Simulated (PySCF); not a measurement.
Stretching ZnO

Set-up: Zn cc-pVDZ-PP with ECP10, O cc-pVDZ; scalar-relativistic core potentials (PySCF 2.14). Energies in eV from Zn + O in their ground configurations at the same level. State: ³Π (triplet), unpaired electrons σ ↑, π ↑.

All columns are r²SCAN. A positive dipole means Zn(−)O(+).

```json
{"R (Å)": "1.596", "E (eV)": "-1.007", "μ (D)": "-1.23", "Mulliken charge on Zn (basis-dependent)": "0.32", "HOMO (eV)": "-5.55", "LUMO (eV)": "-5.32", "Mayer bond order": "1.27", "⟨S²⟩": "2.01"}
{"R (Å)": "1.670", "E (eV)": "-1.396", "μ (D)": "-1.41", "Mulliken charge on Zn (basis-dependent)": "0.33", "HOMO (eV)": "-5.65", "LUMO (eV)": "-5.06", "Mayer bond order": "1.19", "⟨S²⟩": "2.01"}
{"R (Å)": "1.745", "E (eV)": "-1.592", "μ (D)": "-1.58", "Mulliken charge on Zn (basis-dependent)": "0.33", "HOMO (eV)": "-5.76", "LUMO (eV)": "-4.81", "Mayer bond order": "1.13", "⟨S²⟩": "2.01"}
{"R (Å)": "1.800", "E (eV)": "-1.650", "μ (D)": "-1.71", "Mulliken charge on Zn (basis-dependent)": "0.33", "HOMO (eV)": "-5.83", "LUMO (eV)": "-4.64", "Mayer bond order": "1.09", "⟨S²⟩": "2.01"}
{"R (Å)": "1.856", "E (eV)": "-1.653", "μ (D)": "-1.82", "Mulliken charge on Zn (basis-dependent)": "0.33", "HOMO (eV)": "-5.90", "LUMO (eV)": "-4.47", "Mayer bond order": "1.05", "⟨S²⟩": "2.01"}
{"R (Å)": "1.912", "E (eV)": "-1.617", "μ (D)": "-1.92", "Mulliken charge on Zn (basis-dependent)": "0.32", "HOMO (eV)": "-5.98", "LUMO (eV)": "-4.32", "Mayer bond order": "1.02", "⟨S²⟩": "2.01"}
{"R (Å)": "1.986", "E (eV)": "-1.527", "μ (D)": "-2.03", "Mulliken charge on Zn (basis-dependent)": "0.32", "HOMO (eV)": "-6.07", "LUMO (eV)": "-4.15", "Mayer bond order": "0.98", "⟨S²⟩": "2.01"}
{"R (Å)": "2.079", "E (eV)": "-1.374", "μ (D)": "-2.14", "Mulliken charge on Zn (basis-dependent)": "0.31", "HOMO (eV)": "-6.00", "LUMO (eV)": "-4.11", "Mayer bond order": "0.92", "⟨S²⟩": "2.02"}
{"R (Å)": "2.190", "E (eV)": "-1.169", "μ (D)": "-2.21", "Mulliken charge on Zn (basis-dependent)": "0.29", "HOMO (eV)": "-5.89", "LUMO (eV)": "-4.23", "Mayer bond order": "0.85", "⟨S²⟩": "2.02"}
{"R (Å)": "2.339", "E (eV)": "-0.904", "μ (D)": "-2.20", "Mulliken charge on Zn (basis-dependent)": "0.25", "HOMO (eV)": "-5.85", "LUMO (eV)": "-4.36", "Mayer bond order": "0.74", "⟨S²⟩": "2.03"}
```

A fit through these points gives, at Re = 1.832 Å, μ = -1.77 D and dμ/dR = -2.00 D/Å; the reduced mass is 12.79 u.

Question: How strong is the fundamental in the double-harmonic approximation, I = 42.26·(dμ/dR)²/μred km/mol?

Answer: I = 42.26·(-2.00)²/12.79 = 13.2 km/mol at r²SCAN.

The state was picked by a PBE0 search and need not be the measured ground state.
